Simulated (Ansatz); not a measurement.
BMe2(OH) (C2H7BO). The state is a singlet with charge 0. Geometry PBE-D4/def2-SVP.

```xyz
11

B    -0.058    0.328    0.226
C     1.493    0.031    0.159
C    -1.121   -0.600   -0.502
O    -0.443    1.435    0.939
H     1.718   -1.037    0.361
H     2.086    0.661    0.851
H     1.861    0.222   -0.874
H    -2.169   -0.233   -0.463
H    -1.106   -1.614   -0.045
H    -0.851   -0.753   -1.568
H    -1.410    1.559    0.918
```

HSE06 is defined as in plane-wave codes, on full-range PBE exchange.

Q: Estimate the orbital energies around the gap (eV) in Ansatz with PBE-D4/def2-SVP, PBE-D4/def2-TZVP, PBE0-D4/def2-SVP, HSE06-D4/def2-TZVP, BHLYP-D4/def2-TZVP.

A: 
```csv
orbital,PBE-D4/def2-SVP,PBE-D4/def2-TZVP,PBE0-D4/def2-SVP,HSE06-D4/def2-TZVP,BHLYP-D4/def2-TZVP
HOMO−13,-268.40,-268.07,-277.56,-276.85,-287.01
HOMO−12,-177.34,-177.13,-184.93,-184.31,-192.94
HOMO−11,-24.88,-25.38,-27.99,-28.06,-31.42
HOMO−10,-16.96,-17.26,-19.42,-19.26,-21.95
HOMO−9,-16.23,-16.52,-18.61,-18.46,-21.08
HOMO−8,-13.18,-13.34,-15.10,-14.79,-16.97
HOMO−7,-10.13,-10.34,-11.99,-11.74,-13.89
HOMO−6,-9.91,-10.07,-11.60,-11.28,-13.22
HOMO−5,-9.83,-9.98,-11.45,-11.13,-13.03
HOMO−4,-8.93,-9.08,-10.47,-10.16,-12.00
HOMO−3,-8.68,-8.86,-10.25,-9.97,-11.84
HOMO−2,-8.21,-8.38,-9.84,-9.53,-11.44
HOMO−1,-7.99,-8.19,-9.65,-9.39,-11.36
HOMO,-6.81,-6.99,-8.33,-8.03,-9.84
LUMO,-0.22,-0.42,0.80,0.24,1.17
LUMO+1,0.56,-0.14,1.46,0.28,1.71
LUMO+2,1.68,0.94,2.62,1.40,2.32
LUMO+3,2.47,1.59,3.39,2.02,2.92
LUMO+4,2.61,2.03,3.54,2.46,3.33
LUMO+5,2.99,2.08,3.90,2.52,3.58
```
